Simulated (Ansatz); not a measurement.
A structure relaxed at PBE-D4/def2-SVP in Ansatz, charge 1, singlet:

Cartesian coordinates in Å:
```
Al 1.783 -0.612 -2.195
Si 0.704 -0.297 0.543
Si -0.802 -0.650 -1.249
Si -1.551 0.605 0.512
Si -0.133 0.954 2.389
```

Q: Give its formula.

A: the cluster AlSi₄⁺.

Q: Summarise the bond lengths by kind (pairs closer than 1.2 times the sum of covalent radii, bridged metal pairs left out).

A: 5 × Si–Si 2.29 to 2.43 Å; 1 × Al–Si 2.75 Å.

The restricted singlet is unstable towards broken spin symmetry in Hartree–Fock (as tested in another run); at PBE-D4/def2-SVP this wasn't settled. Another isomer (singlet) lies 0.03 eV lower at PBE-D4/def2-SVP; other spin states weren't run for this one.
